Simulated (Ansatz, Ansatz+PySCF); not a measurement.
| atom | x (Å) | y (Å) | z (Å) |
| --- | --- | --- | --- |
| C | 0.0322 | -0.2933 | -1.2827 |
| C | -0.0433 | 0.6039 | -0.0050 |
| C | 0.0374 | -0.2624 | 1.3038 |
| H | 0.0328 | 0.3817 | -2.1374 |
| H | 0.8800 | -0.9197 | -1.3690 |
| H | -0.9103 | -0.9491 | -1.3021 |
| H | -0.8790 | 1.2199 | -0.0419 |
| H | 0.9135 | 1.2110 | -0.0040 |
| H | 0.0069 | 0.3543 | 2.2199 |
| H | -0.9353 | -0.9148 | 1.3071 |
| H | 0.8800 | -0.8857 | 1.2771 |

Basis set: def2-SVP (spherical functions). Left uncorrelated: 3 orbitals. Charge 0, multiplicity 1.

Computed with Ansatz (development build ahead of 0.2.0); each method stands on the lowest determinant of its kind that the runs found. Restricted open shells among the atoms or ions are ROHF, correlated in semicanonical orbitals with singles. Restricted functionals stand beside restricted open-shell atoms, which can lie above the unrestricted atoms usual in DFT and then raise those values.

The atomization energy at this shape (free ground-state atoms in the same class of orbitals less the molecule, no zero-point energy) of singlet C₃H₈:

```
               method  atomization energy
   ωB97X (restricted)       4207.7 kJ/mol
 ωB97X (unrestricted)       4186.8 kJ/mol
  r²SCAN (restricted)       4213.7 kJ/mol
r²SCAN (unrestricted)       4191.4 kJ/mol
    PBE0 (restricted)       4216.2 kJ/mol
  PBE0 (unrestricted)       4203.4 kJ/mol
   PBE (unrestricted)       4231.5 kJ/mol
     PBE (restricted)       4241.3 kJ/mol
          RHF-CCSD(T)       4025.7 kJ/mol
              RHF-MP2       4020.9 kJ/mol
              UHF-MP2       4018.6 kJ/mol
                  UHF       3242.7 kJ/mol
```

(1) What does RHF give?

Results:

(1) 3274.7 kJ/mol. Caution: the shape is not the minimum.
